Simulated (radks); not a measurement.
Results of a calculation; reference values are marked as such.
Excited configurations of Os3+: one electron is placed in a higher orbital outside [Xe] 4f14 5d4. The ground configuration is [Xe] 4f14 5d5. Code: a radial shooting solver on a logarithmic mesh with Libxc functionals. Model: scalar-relativistic Kohn-Sham, PBE, spin-unpolarised, spherical densities, point nucleus. Excitation = E - E(ground); binding = E(ion) - E, where the ion is the core of charge +4; n* = 4/sqrt(2 binding) in atomic units, and the quantum defect is n - n*.

outer orbital	excitation (eV)	binding (eV)	n*	quantum defect	eigenvalue (eV)	<r> (bohr)
5f	26.490	14.989	3.811	1.189	-12.210	3.803
6s	5.121	36.358	2.447	3.553	-31.906	2.415
6p	13.910	27.568	2.810	3.190	-23.908	2.902
6d	23.766	17.713	3.506	2.494	-15.288	4.051
6f	31.586	9.893	4.691	1.309	-8.544	6.860
7s	23.528	17.950	3.482	3.518	-15.989	4.693
7p	26.622	14.857	3.828	3.172	-13.201	5.448
7d	30.641	10.838	4.482	2.518	-9.553	7.049
7f	34.617	6.862	5.633	1.367	-6.057	10.63

The Delta-SCF ionisation energy is 41.479 eV (NIST Atomic Spectra Database: 41 eV, theoretical). Self-interaction in the functional shifts the binding energies and quantum defects, so they are the method's values and not measured ones. Spin polarisation and multiplet splitting are left out, so open shells lie too high by an amount that depends on their filling. Spin-orbit splitting is averaged out at the scalar-relativistic level.

Beside tabulated values, note that spin-unpolarised runs miss the spin-polarisation part of the exchange energy of open shells.
